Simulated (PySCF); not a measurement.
# Adding and removing an electron: BiBr

UHF; PySCF, scalar-relativistic core potentials, basis sets Bi def2-SVP with ECP60, Br def2-SVP. Neutral (UHF): triplet (π ↑↑), Re = 2.642 Å, ωe = 220 cm⁻¹, De = 1.21 eV, HOMO -8.75 eV, LUMO 0.40 eV.

BiBr⁺ (UHF): doublet (π ↑), Re = 2.506 Å, ωe = 274 cm⁻¹. The energies at the minima are -2785.71780 hartree for BiBr and -2785.41889 for BiBr⁺.

(1) Work out the adiabatic ionisation energy, without and with harmonic zero-point energies (1 hartree = 27.2114 eV, 1 eV = 8065.5 cm⁻¹), and the change of the bond length.

These are scalar-relativistic numbers at best; spin–orbit coupling would shift them, the dissociation energy most. Hartree–Fock leaves out correlation, which carries a large part of most bond energies and some tenths to 1 eV of ionisation energies. States were picked by a PBE0 search and need not be the measured ground states.

Answers

(1) At UHF: 0.29891 hartree = 8.134 eV between the minima; the zero-point term (274.0 − 220.0)/2 cm⁻¹ = +0.003 eV makes it 8.137 eV. Re changes by -13.6 pm against the neutral. The electron leaves a π orbital; in so polar a molecule the change of length follows mostly from the change of the ionic charges.
